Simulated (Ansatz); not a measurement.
A run for Ansatz (a quantum-chemistry and plane-wave program): R-B2PLYP/def2-TZVPP on H2O (SMILES O).

Ansatz 0.2 input:
```yaml
crystal:
  periodic: [false, false, false]
  atoms:
    - {symbol: O, position_ang: [-0.00000000, 0.00000000, 0.38961139]}
    - {symbol: H, position_ang: [0.00000000, 0.76498632, -0.19485569]}
    - {symbol: H, position_ang: [0.00000000, -0.76498632, -0.19485569]}
basis:
  gaussian:
    orbitals: def2-TZVPP
hamiltonian:
  xc: {name: B2PLYP}
magnetization: {spin_polarized: false}
correlation: {electrons: outside_noble_gas}
scf: {lower_state_search: off}
```

Program output:

```
WARN ansatz: RAYON_NUM_THREADS=4 ignored (pool sized by the plan → 4); use --threads N
Functional definition: B2PLYP
these checks for a lower state are left out or cut short: stability, starts, cluster_reference, orbital_swaps, neighbouring_geometries, increment
integrals: 0.01 GiB planned
361 factors; integrals over basis functions are off by at most 7.6e-4 eV
mean field: 0.10 GiB planned
mean field evaluation 1: about -2074.0663 eV, gradient 4.3e1 eV
mean field evaluation 2: about -2074.0664 eV, gradient 4.3e1 eV
mean field evaluation 4: about -2077.0330 eV, gradient 8.3e-1 eV
mean field evaluation 8: about -2077.0347 eV, gradient 4.7e-3 eV
mean field evaluation 16: about -2077.0347 eV, gradient 8.6e-7 eV
mean field -2077.03473615 eV, -76.3296186887 hartree, gradient 8.6e-7 eV, S^2 0.000000; 0 other end points of the search recorded, 0 dependent functions left out
1 core orbitals not correlated
reference -2077.03482147 eV, -76.3296218244 hartree; 4, 4 occupied and 54, 54 virtual orbitals, 361 factors
second order -8.42828356 eV of doubles, -0.00000000 eV of singles
Total energy: -2079.31045804 eV, -76.4132499256 hartree
Checks for a lower state left out: stability, starts, cluster_reference, orbital_swaps, neighbouring_geometries, increment
```

Self-consistency was reached.

Cost: roughly 0.4 core-seconds.
